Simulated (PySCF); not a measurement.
Species: C5H5FN2.
Structure used (GFN2-xTB), in Å, numbered top down from 1:
```
atom  x, y, z in Å
C1     2.1737   -0.6492    0.3038
C2     1.4008    0.3004   -0.2155
C3    -0.0364    0.3256   -0.1864
C4    -0.9183    1.2533   -0.6914
N5    -2.2048    0.8875   -0.4428
C6    -2.1064   -0.2339    0.1968
F7    -3.1109   -0.9667    0.6468
N8    -0.8341   -0.6429    0.3927
H9     1.7773   -1.5137    0.8107
H10    3.2457   -0.5933    0.2394
H11    1.8435    1.1508   -0.7152
H12   -0.7077    2.1611   -1.2182
H13   -0.5267   -1.4785    0.8615
```

PySCF, density fitting, gas phase, GFN2-xTB geometry. The standard run uses grid level 2 after a coarse-grid start, the def2-universal JK fitting basis (with tight functions added where the orbital basis needs them), an energy threshold of 1e-9 Eh and DIIS. The changed runs have no coarse-grid stage.

Question: Standard PBE0/pcSseg-1: E = -402.371748 Eh, HOMO -6.390 eV, LUMO -0.918 eV, dipole 3.420 D, 14 cycles (coarse-grid cycles included). What changes at PBE0/pcSseg-1 with: fitting basis cc-pvdz-ri, at most 57 cycles?

Answer: E = -402.384337 Eh (-12.589 mEh), HOMO -6.391 eV (-0.001), LUMO -0.917 eV (+0.001), dipole 3.421 D (+0.001), 11 SCF cycles. Of the changed settings only the fitting basis enters the energy expression; the total energy moves by 7.90 kcal/mol. The setting was typed as a poor one on purpose.

The cycles:
```
cycle   1  E = -402.2986411492  dE =  1.665e+00  |g| = 6.228e-01  |ddm| = 3.497e+00
cycle   2  E = -402.1929368079  dE =  1.057e-01  |g| = 9.710e-01  |ddm| = 1.156e+00
cycle   3  E = -402.3815145919  dE = -1.886e-01  |g| = 1.154e-01  |ddm| = 7.107e-01
cycle   4  E = -402.3836177055  dE = -2.103e-03  |g| = 5.706e-02  |ddm| = 1.171e-01
cycle   5  E = -402.3842429364  dE = -6.252e-04  |g| = 1.913e-02  |ddm| = 5.925e-02
cycle   6  E = -402.3843334255  dE = -9.049e-05  |g| = 3.790e-03  |ddm| = 1.942e-02
cycle   7  E = -402.3843361244  dE = -2.699e-06  |g| = 1.293e-03  |ddm| = 3.410e-03
cycle   8  E = -402.3843365063  dE = -3.819e-07  |g| = 2.060e-04  |ddm| = 1.125e-03
cycle   9  E = -402.3843365146  dE = -8.292e-09  |g| = 1.198e-04  |ddm| = 2.744e-04
cycle  10  E = -402.3843365175  dE = -2.848e-09  |g| = 2.580e-05  |ddm| = 1.020e-04
cycle  11  E = -402.3843365176  dE = -1.299e-10  |g| = 1.163e-05  |ddm| = 3.023e-05
```
